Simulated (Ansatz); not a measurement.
`O[SiH]([SiH3])S` and `CO[SiH](O)[SiH3]` differ in one atom or group.

Ansatz, PBE0-D4/def2-TZVP geometries, multiplicity 1. Each molecule was computed in one conformer, which needn't be the lowest.

```csv
property,`O[SiH]([SiH3])S`
"ideal-gas entropy at 298 K and 1 bar (rigid rotor, harmonic PBE0-D4/def2-TZVP) / J/(mol·K)",367
HOMO–LUMO gap (ωB97M-V/def2-TZVPP) / eV,11.16
zero-point energy (PBE0-D4/def2-TZVP) / kJ/mol,150.8
HOMO energy (PBE/def2-TZVPP) / eV,-6.40
HOMO–LUMO gap (PBE/def2-TZVPP) / eV,5.23
size of the dipole moment (B3LYP/def2-TZVPP) / D,1.62
```

(1) What does the change do to each property? (Best estimate.)

Answers

(1) Ansatz gave: 
```json
{"property": "ideal-gas entropy at 298 K and 1 bar (rigid rotor, harmonic PBE0-D4/def2-TZVP) / J/(mol·K)", "`CO[SiH](O)[SiH3]`": "390", "shift": "23"}
{"property": "HOMO–LUMO gap (ωB97M-V/def2-TZVPP) / eV", "`CO[SiH](O)[SiH3]`": "11.55", "shift": "0.39"}
{"property": "zero-point energy (PBE0-D4/def2-TZVP) / kJ/mol", "`CO[SiH](O)[SiH3]`": "237.9", "shift": "87.1"}
{"property": "HOMO energy (PBE/def2-TZVPP) / eV", "`CO[SiH](O)[SiH3]`": "-6.66", "shift": "-0.26"}
{"property": "HOMO–LUMO gap (PBE/def2-TZVPP) / eV", "`CO[SiH](O)[SiH3]`": "5.73", "shift": "0.50"}
{"property": "size of the dipole moment (B3LYP/def2-TZVPP) / D", "`CO[SiH](O)[SiH3]`": "1.16", "shift": "-0.46"}
```

With PBE0 the HOMO falls by 0.28 eV and the LUMO rises by 0.24 eV, so the gap widens by about 0.52 eV. PBE moves the HOMO by -0.26 eV and ωB97M-V by -0.19 eV. The zero-point energy changes by 87.1 kJ/mol with +9 modes. Dipoles are sizes alone; their direction can turn.

B3LYP here is the variant with VWN-RPA as its local correlation; programs differ in this.
